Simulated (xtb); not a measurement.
HGa, charge -1, doublet, from a rough starting geometry (GFN-xTB shapes and energies of metal compounds can be far from the true ones) (a state made from the parent by changing its charge; the spin is typed, not shown lowest); GFN2-xTB (xtb).

xtb was given this input:
```
$ xtb mol.xyz --gfn 2 --chrg -1 --uhf 1 --opt vtight --json

# file mol.xyz
2

Ga     0.49271174     0.16480760    -0.75176104
H     -0.53632204    -0.17201820     0.74138365
```

Task: What does xtb print? Leave out banner, timings and long lists.

Result: 
```
   ID    Z sym.   atoms
    1   31 Ga     1
    2    1 H      2

           -------------------------------------------------
          |                Calculation Setup                |
           -------------------------------------------------

           -------------------------------------------------
          |                 G F N 2 - x T B                 |
           -------------------------------------------------

          ...................................................
          :                      SETUP                      :
          :.................................................:
          :  # basis functions                  11          :
          :  # atomic orbitals                  10          :
          :  # shells                            4          :
          :  # electrons                         5          :
          :  max. iterations                   250          :
          :  Hamiltonian                  GFN2-xTB          :
          :  restarted?                      false          :
          :  GBSA solvation                  false          :
          :  PC potential                    false          :
          :  electronic temp.          300.0000000     K    :
          :  accuracy                    1.0000000          :
          :  -> integral cutoff          0.2500000E+02      :
          :  -> integral neglect         0.1000000E-07      :
          :  -> SCF convergence          0.1000000E-05 Eh   :
          :  -> wf. convergence          0.1000000E-03 e    :
          :  Broyden damping             0.4000000          :
          :  net charge                         -1          :
          :  unpaired electrons                  1          :
          ...................................................

 iter      E             dE          RMSdq      gap      omega  full diag
   1     -1.7547348 -0.175473E+01  0.546E+00    0.00       0.0  T
   2     -1.7587331 -0.399825E-02  0.546E+00    0.00       1.0  T
   3     -1.7596843 -0.951190E-03  0.524E+00    0.00       1.0  T
   4     -1.7626761 -0.299182E-02  0.151E+00    0.00       1.0  T
   5     -1.7628491 -0.172998E-03  0.516E-01    0.00       1.0  T
   6     -1.7628670 -0.178742E-04  0.648E-01    0.00       1.0  T
   7     -1.7629049 -0.378866E-04  0.665E-02    0.00       1.1  T
   8     -1.7629050 -0.157424E-06  0.460E-02    0.00       1.5  T
   9     -1.7629052 -0.161307E-06  0.135E-03    0.00      52.5  T
  10     -1.7629052 -0.891676E-10  0.114E-03    0.00      62.1  T
  11     -1.7629052 -0.244333E-10  0.220E-04    0.00     321.5  T
  12     -1.7629052 -0.952349E-12  0.229E-05    0.00    3088.9  T

   *** convergence criteria satisfied after 12 iterations ***

         :::::::::::::::::::::::::::::::::::::::::::::::::::::
         ::                     SUMMARY                     ::
         :::::::::::::::::::::::::::::::::::::::::::::::::::::
         :: total energy              -1.762559164498 Eh    ::
         :: gradient norm              0.020150940610 Eh/a0 ::
         :: HOMO-LUMO gap              0.000000000000 eV    ::
         ::.................................................::
         :: SCC energy                -1.762905175729 Eh    ::
         :: -> isotropic ES            0.093197277052 Eh    ::
         :: -> anisotropic ES          0.003065443125 Eh    ::
         :: -> anisotropic XC          0.000520438247 Eh    ::
         :: -> dispersion             -0.000849021369 Eh    ::
         :: repulsion energy           0.000346011231 Eh    ::
         :: add. restraining           0.000000000000 Eh    ::
         :: total charge              -1.000000000000 e     ::
         :::::::::::::::::::::::::::::::::::::::::::::::::::::

      -----------------------------------------------------------
     |                   =====================                   |
     |                        A N C O P T                        |
     |                   =====================                   |
     |               Approximate Normal Coordinate               |
     |                Rational Function Optimizer                |
      -----------------------------------------------------------
      -----------------------------------------------------------
     |                   =====================                   |
     |                        A N C O P T                        |
     |                   =====================                   |
     |               Approximate Normal Coordinate               |
     |                Rational Function Optimizer                |
      -----------------------------------------------------------

          ...................................................
          :                      SETUP                      :
          :.................................................:
          :   optimization level         verytight          :
          :   max. optcycles                   200          :
          :   ANC micro-cycles                  20          :
          :   degrees of freedom                 1          :
          :.................................................:
          :   RF solver                   davidson          :
          :   write xtbopt.log                true          :
          :   linear (good luck)              true          :
          :   energy convergence         0.1000000E-06 Eh   :
          :   grad. convergence          0.2000000E-03 Eh/α :
          :   maxmium RF displ.          1.0000000          :
          :   Hlow (freq-cutoff)         0.1000000E-01      :
          :   Hmax (freq-cutoff)         5.0000000          :
          :   S6 in model hess.         20.0000000          :
          ...................................................

generating ANC from exact Hessian ...
Using Lindh-Hessian (1995)
 Shifting diagonal of input Hessian by    0.0000000000000000
 Lowest  eigenvalues of input Hessian
[...]
 * total energy  :    -1.7625592 Eh     change       -0.2353673E-13 Eh
 * total energy  :    -1.7702484 Eh     change       -0.7689200E-02 Eh
 * total energy  :    -3.1985450 Eh     change       -0.1428297E+01 Eh
 * total energy  :    -2.3730424 Eh     change        0.8255027E+00 Eh
 * total energy  :    -3.1907146 Eh     change       -0.8176722E+00 Eh
 * total energy  :    -3.1957071 Eh     change       -0.4992549E-02 Eh
 * total energy  :    -3.2010898 Eh     change       -0.5382727E-02 Eh
 * total energy  :    -3.2012830 Eh     change       -0.1931453E-03 Eh
 * total energy  :    -3.2012878 Eh     change       -0.4831450E-05 Eh
 * total energy  :    -3.2012878 Eh     change       -0.4372345E-08 Eh
   *** GEOMETRY OPTIMIZATION CONVERGED AFTER 10 ITERATIONS ***
[...]
 Ga H  Rav=1.2931 sigma=0.0000  Rmin=1.2931  Rmax=1.2931     1

 selected bond angles (degree)
 --------------------

 selected dihedral angles (degree)
 ---------------------------------

           -------------------------------------------------
          |                Final Singlepoint                |
           -------------------------------------------------

          ...................................................
          :                      SETUP                      :
          :.................................................:
          :  # basis functions                  11          :
          :  # atomic orbitals                  10          :
          :  # shells                            4          :
          :  # electrons                         5          :
          :  max. iterations                   250          :
          :  Hamiltonian                  GFN2-xTB          :
          :  restarted?                      false          :
          :  GBSA solvation                  false          :
          :  PC potential                    false          :
          :  electronic temp.          300.0000000     K    :
          :  accuracy                    1.0000000          :
          :  -> integral cutoff          0.2500000E+02      :
          :  -> integral neglect         0.1000000E-07      :
          :  -> SCF convergence          0.1000000E-05 Eh   :
          :  -> wf. convergence          0.1000000E-03 e    :
          :  Broyden damping             0.4000000          :
          :  net charge                         -1          :
          :  unpaired electrons                  1          :
          ...................................................

 iter      E             dE          RMSdq      gap      omega  full diag
   1     -3.2354396 -0.323544E+01  0.530E-08   33.13       0.0  T
   2     -3.2354396 -0.338396E-12  0.342E-08   33.13  100000.0  T
   3     -3.2354396  0.684341E-12  0.204E-09   33.13  100000.0  T

   *** convergence criteria satisfied after 3 iterations ***

         :::::::::::::::::::::::::::::::::::::::::::::::::::::
         ::                     SUMMARY                     ::
         :::::::::::::::::::::::::::::::::::::::::::::::::::::
         :: total energy              -3.201287806672 Eh    ::
         :: gradient norm              0.000069728936 Eh/a0 ::
         :: HOMO-LUMO gap             33.128052407978 eV    ::
         ::.................................................::
         :: SCC energy                -3.235439551649 Eh    ::
         :: -> isotropic ES           -2.838234890665 Eh    ::
         :: -> anisotropic ES         -0.023716976002 Eh    ::
         :: -> anisotropic XC          0.002392438944 Eh    ::
         :: -> dispersion             -0.000031702473 Eh    ::
         :: repulsion energy           0.034151744976 Eh    ::
         :: add. restraining           0.000000000000 Eh    ::
         :: total charge              -1.000000000000 e     ::
         :::::::::::::::::::::::::::::::::::::::::::::::::::::

           -------------------------------------------------
          |                Property Printout                |
           -------------------------------------------------

    * Orbital Energies and Occupations

         #    Occupation            Energy/Eh            Energy/eV
      -------------------------------------------------------------
         1        2.0000           -2.6795209             -72.9135
         2        1.5000           -2.4854233             -67.6318
         3        1.5000           -2.4854233             -67.6318 (HOMO)
         4                         -1.2679898             -34.5038 (LUMO)
         5                         -0.1938172              -5.2740
         6                         -0.0426747              -1.1612
         7                         -0.0426747              -1.1612
         8                          0.0028512               0.0776
         9                          0.0028512               0.0776
        10                          1.1095093              30.1913
      -------------------------------------------------------------
                  HL-Gap            1.2174335 Eh           33.1281 eV
             Fermi-level           -2.1810650 Eh          -59.3498 eV

     #   Z          covCN         q      C6AA      α(0)
     1  31 Ga       0.924    -2.379   445.895    53.985
     2   1 H        0.924     1.379     0.038     0.306

 Mol. C6AA /au·bohr⁶  :        453.420330
 Mol. C8AA /au·bohr⁸  :      50403.168283
 Mol. α(0) /au        :         54.291080

Wiberg/Mayer (AO) data.
largest (>0.10) Wiberg bond orders for each atom

 ---------------------------------------------------------------------------
     #   Z sym  total        # sym  WBO       # sym  WBO       # sym  WBO
 ---------------------------------------------------------------------------
     1  31 Ga  -0.903
     2   1 H   -0.903
 ---------------------------------------------------------------------------

molecular dipole:
                 x           y           z       tot (Debye)
 q only:       -2.521      -0.832       3.728
   full:       -1.961      -0.649       2.915       9.081
molecular quadrupole (traceless):
                xx          xy          yy          xz          yz          zz
 q only:        0.290      -0.151       0.615       0.819       0.305      -0.905
  q+dip:        0.162       0.177      -0.389      -0.669      -0.190       0.226
   full:        0.244      -0.203       0.731       1.017       0.362      -0.976

optimized geometry written to: xtbopt.xyz

           -------------------------------------------------
          | TOTAL ENERGY               -3.201287806672 Eh   |
          | GRADIENT NORM               0.000069728936 Eh/α |
          | HOMO-LUMO GAP              33.128052407978 eV   |
           -------------------------------------------------

normal termination of xtb
```
